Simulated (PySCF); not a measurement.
SiEt2(NHEt)2, C8H22N2Si.
Bonds: Si1–C2, Si1–C9, Si1–N16, Si1–N25, C2–C3, C9–C10, N16–C17, C17–C18, N25–C26, C26–C27. Hydrogens: H4, H5 on C2; H6, H7, H8 on C3; H11, H12 on C9; H13, H14, H15 on C10; H19 on N16; H20, H21 on C17; H22, H23, H24 on C18; H28 on N25; H29, H30 on C26; H31, H32, H33 on C27.

The closed-shell ground state was solved at several levels (PySCF, density fitting, gas phase, non-relativistic). One conformer (not necessarily the lowest) at the PBE0-D3(BJ)/def2-SVP geometry, without solvent, vibrations or thermal averaging.

```
          level  basis functions  total energy (Eh)  HOMO (eV)  LUMO (eV)  gap (eV)  dipole (D)
  PBE0/pcSseg-1              304          -716.4595      -6.27       1.06      7.33        0.24
B3LYP/def2-SVPD              400          -716.8224      -6.08       0.25      6.33        0.18
```

Q: Estimate the row for KT2/pcSseg-1, a basis of 304 functions; the other rows only guide the guess.

A: Total energy -726.9221 Eh, HOMO -5.09 eV, LUMO 0.08 eV, gap 5.17 eV, dipole 0.24 D.

Q: Over all these levels, which gives the widest orbital gap and which the narrowest?

A: PBE0/pcSseg-1 (global hybrid, 25 % exact exchange) has the widest, 7.33 eV, and KT2/pcSseg-1 (GGA) the narrowest, 5.17 eV. The two share the basis. From the narrowest to the widest the HOMO moves by -1.18 eV and the LUMO by +0.98 eV.

Q: How far do the dipole and the HOMO energy spread over the levels?

A: The dipole runs from 0.18 to 0.24 D (mean 0.22 D) and the HOMO from -6.27 to -5.09 eV.
